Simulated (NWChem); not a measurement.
**Correlation energy of CF2**

```xyz
3

F      1.0291     0.0000    -0.1980
C      0.0000     0.0000     0.5940
F     -1.0291     0.0000    -0.1980
```
Charge 0, spin multiplicity 1.

Program: NWChem. The geometry was optimised at B3LYP/def2-SVP, a minimum by its harmonic frequencies.

Basis set: 6-311G**. Each correlation energy counts from its own Hartree-Fock reference.

The correlated methods keep 3 core orbitals frozen. The Pople sets run with spherical d functions. The structure started from a generated list of species. Coupled-cluster values serve here as a point of comparison, not as the truth.

Q: One of these methods gave a correlation energy of -534.4 mHa. Which?
(A) SCS-MP2
(B) CCSD(T)
(C) CCSD
(D) MP2

A: C, CCSD. The others give -550.6 (CCSD(T)), -506.9 (SCS-MP2), -524.6 (MP2).
